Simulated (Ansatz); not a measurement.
`OBO` + CH₃OH → `OBCO` + H₂O  (formal exchange of groups at a B–O bond)

Isolated molecules relaxed with PBE0-D4/def2-TZVP in Ansatz; ΔE leaves out vibrations. CCSD(T)/CBS adds triple-zeta CCSD(T) − MP2 to the extrapolated MP2 energy (def2 sets, frozen cores). This one scheme is used for every species. Functionals use def2-TZVPP. B3LYP here is the variant with VWN-RPA as its local correlation; programs differ in this. Each species was taken in one conformer, which may not be the lowest.

`OBO`:

Cartesian coordinates in Å:
```
O -0.282 -0.669 0.818
B 0.308 0.121 -0.125
O -0.466 0.776 -1.020
H 0.347 -1.090 1.405
H 1.497 0.258 -0.191
H -1.404 0.604 -0.887
```

CH₃OH:

```xyz
6

C     0.119   -0.244    0.231
O    -0.120    0.344   -1.028
H     0.648   -1.180    0.051
H    -0.809   -0.475    0.768
H     0.749    0.385    0.872
H    -0.588    1.170   -0.894
```

`OBCO`:

Z-matrix (Å, degrees):
```
C
B 1 1.561
O 1 1.413 2 115.9
H 1 1.102 2 108.3 3 123.7
H 1 1.102 2 108.3 3 -123.7
O 2 1.357 1 116.8 3 0.0
H 2 1.202 1 122.4 3 -180.0
H 3 0.961 1 107.7 2 -0.0
H 6 0.959 2 114.6 1 180.0
```

H₂O:

Cartesian coordinates in Å:
```
O 0.191 -0.261 -0.217
H -0.049 -0.335 0.709
H -0.142 0.596 -0.493
```

**Question.** Is it downhill or uphill in electronic energy at CCSD(T)/CBS, and by how much? (An estimate is asked.)

**Answer.** The calculation gave: Uphill: ΔE = +1.33 eV.

**Question.** What do these levels give: PBE-D4, PBE0-D4, B3LYP-D4, ωB97X-V, ωB97M-V, B3LYP, HF/def2-TZVPP, CCSD/def2-TZVPP, MP2/def2-QZVPP, HF/CBS(def2), MP2/CBS(def2), CCSD/CBS(def2)? (An estimate is asked.)

**Answer.** Ansatz gave: PBE-D4 1.31, PBE0-D4 1.33, B3LYP-D4 1.39, ωB97X-V 1.36, ωB97M-V 1.36, B3LYP 1.43, HF/def2-TZVPP 1.55, CCSD/def2-TZVPP 1.39, MP2/def2-QZVPP 1.36, HF/CBS(def2) 1.55, MP2/CBS(def2) 1.34, CCSD/CBS(def2) 1.34 eV.

Largest T1 diagnostic among the species: 0.013.

In def2-TZVPP, CCSD(T) changes the Hartree–Fock value by −0.17 eV (the triples alone add −0.02 eV) and MP2 by −0.16 eV. The D4 term adds −0.04 eV with B3LYP and −0.02 eV with PBE0; it sums over pairs of atoms, weighted by their polarisabilities, and B3LYP, whose exchange is more repulsive, gets the larger term.
